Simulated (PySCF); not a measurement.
# Electronic absorption of CH9GeNOSi

Species: CH9GeNOSi.
SMILES: `C[NH][GeH2][O][SiH3]`

Method used: PySCF 2.14.0, density-fitted response routines, TDDFT CAM-B3LYP/def2-SVPD, vertical, gas phase, core orbitals frozen in the response. Geometry: PBE0-D3(BJ)/def2-SVP, one conformer, isolated molecule. The CAM-B3LYP/def2-SVPD calculation is non-relativistic and has no spin–orbit coupling, an omission that weighs most on germanium. Torsions of this conformer, `[CH3:1][NH:2][GeH2:3][O:4][SiH3:5]`: C1–N2–Ge3–O4 -74°, N2–Ge3–O4–Si5 -9°.

**Question.** Predict the UV-vis stick spectrum at this level.

**Answer.** 

| state | E (eV) | λ (nm) | f | main configurations (H = HOMO, L = LUMO) |
| --- | --- | --- | --- | --- |
| S1 | 6.09 | 203.6 | 0.013 | H→L (76%), H→L+3 (11%) |
| S2 | 6.79 | 182.7 | 0.050 | H→L+1 (78%) |
| S3 | 7.14 | 173.7 | 0.012 | H→L+2 (46%), H→L+3 (17%), H→L (9%) |
| S4 | 7.17 | 172.9 | 0.0019 | H-1→L (45%), H-1→L+1 (43%) |
| S5 | 7.29 | 170.1 | 0.016 | H→L+4 (86%) |
| S6 | 7.55 | 164.2 | 0.0062 | H→L+5 (57%), H→L+2 (16%) |
| S7 | 7.66 | 161.8 | 0.0076 | H→L+7 (23%), H→L+3 (16%), H-2→L+1 (16%) |
| S8 | 7.81 | 158.8 | 0.016 | H→L+3 (16%), H→L+8 (13%), H-2→L (12%) |
| S9 | 7.89 | 157.1 | 0.030 | H-2→L (17%), H-2→L+1 (14%), H→L+7 (13%) |
| S10 | 7.92 | 156.5 | 0.072 | H-1→L (29%), H-1→L+1 (26%), H→L+8 (12%) |

Triplets, Tamm–Dancoff:

| state | E (eV) | λ (nm) | main configurations (H = HOMO, L = LUMO) |
| --- | --- | --- | --- |
| T1 | 5.77 | 215.0 | H→L (67%), H→L+3 (14%), H→L+2 (9%) |
| T2 | 6.26 | 198.2 | H→L+1 (77%) |
| T3 | 6.80 | 182.2 | H-1→L+1 (37%), H-1→L (24%), H→L+2 (10%) |
| T4 | 6.82 | 181.7 | H→L+2 (18%), H-1→L+1 (18%), H→L (14%) |

The lowest singlet lies at 6.09 eV (204 nm, ultraviolet) and is weak; its leading configuration is HOMO→LUMO (76%). The strongest level in the table is S10 at 7.92 eV (156 nm, f = 0.072). It is the last of those listed, so stronger ones may follow. Löwdin shares by element: HOMO nitrogen 58%, carbon 13%, oxygen 7%, hydrogen 6% or more (atoms not listed hold the other 16%); LUMO germanium 28%, silicon 17%, carbon 10%, hydrogen 8% or more (atoms not listed hold the other 38%). The oscillator strengths of these states sum to 0.224; summed over the whole spectrum of an exact calculation they would give the number of electrons, 76 (Thomas–Reiche–Kuhn). The listed states span 1.83 eV, and the widest gap between neighbours is 0.70 eV (S1 to S2). Weighted by f, the mean energy of these states is 7.44 eV. The vertical ionisation energy (ΔSCF) is 9.13 eV, 1.20 eV above S10. Singlets were solved by full linear response, triplets in the Tamm–Dancoff approximation.

The run took 2.4 min on one thread, Arm Neoverse N1 (aarch64), shared host, and the process peaked at 1.1 GiB of memory.

Without π bonds the low states are Rydberg-like; a valence basis with one diffuse set may place them up to an eV too high.
